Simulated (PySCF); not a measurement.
CH₃F₂OSb. Atoms are numbered in the order given.

```xyz
8

Sb    -0.5074     0.3148     0.0000
F     -0.4309    -1.0224     1.4058
F     -0.4309    -1.0224    -1.4058
O      1.4103     0.7303     0.0000
C      2.3923    -0.2997     0.0000
H      3.3828     0.1811     0.0000
H      2.3060    -0.9395     0.8948
H      2.3060    -0.9395    -0.8948
```

Coordinates come from a B3LYP-D3(BJ)/def2-SVP optimisation. The def2 effective core potentials stand for the cores of Sb; spin–orbit coupling is left out. Other conformers were not sampled.

All values below come from ωB97X/def2-TZVP (PySCF).

ESP charges are fitted to the potential on shells at 1.4 to 2.0 van der Waals radii. Atomic charges (e):

```tsv
atom	ESP fit	Löwdin	Mulliken
Sb1	0.78	[?]	1.27
F2	-0.30	[?]	-0.47
F3	-0.30	[?]	-0.47
O4	-0.34	-0.17	-0.53
C5	-0.16	[?]	-0.18
H6	0.11	0.11	0.12
H7	0.11	0.11	0.13
H8	0.11	0.11	0.13
```

**Question.** Complete the blanks. (Estimate from the structure and the level; the computed values follow.)

**Answer.** 
- Sb1, Löwdin: 0.84
- F2, Löwdin: -0.30
- F3, Löwdin: -0.30
- C5, Löwdin: -0.39
